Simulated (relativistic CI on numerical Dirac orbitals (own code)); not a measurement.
# Hyperfine structure of Dy9+, mass number 163

Computed by Dirac-Coulomb-Breit CI, orbitals from a KLI potential per configuration, a model potential for QED, unscaled Slater integrals (own radial code, finite nucleus).

CI space (outside the closed core [Kr] 4d10): 4f8.5s2.5p, 4f10.5s, 4f8.5s2.6s, 4f8.5s2.7s. The list is cut by size and lacks configurations that can hold low levels.

Nuclear spin I = 5/2, μ = 0.671 μN, Q = 2.65 b (tables of Stone and Pyykkö). The electronic factors are computed for point nuclear moments, without core polarisation or the Bohr-Weisskopf and QED corrections.

```tsv
Level	E (cm⁻¹)	A (MHz)	B (MHz)
4f8.5s2.5p 8F°_9/2	1000.8	-560.7	130
4f8.5s2.5p 8F°_7/2	2512.9	-834.7	1000
4f8.5s2.5p 8F°_5/2	4249.3	-1216	1570
4f8.5s2.5p 8F°_13/2	4421.4	827.9	-19900
4f8.5s2.5p 8F°_3/2	6063.6	-1859	1660
4f8.5s2.5p 8F°_1/2	7867.1	-3373	
4f8.5s2.5p 8G°_1/2	11633.8	9951
```

Levels with J = 0, under 50 % of one LS term, or S terms without an open s electron are left out. Small factors come from cancelling terms and can be off by tens of per cent or more.

At this charge energies of transitions that change n are usually good to better than 1 %, and those within a shell (Δn = 0) to a few per cent. Terms inside the open d or f shell come out 10 to 20 % too wide with unscaled integrals. Levels and lines within the n = 5 or 6 shells can be off by up to 10 % or somewhat more, and those that change n by about 2 %, since core polarisation is missing.

(1) Give the hyperfine levels of 4f8.5s2.5p 8F°_1/2 relative to its centre of gravity.

## Answers

(1) With K = F(F + 1) − I(I + 1) − J(J + 1), E = AK/2: F = 2: 5902, F = 3: -4216 MHz.

LS names give the leading component of a level, which can be under half, so a name can repeat, a term be missing and a line seem to break the LS rules.
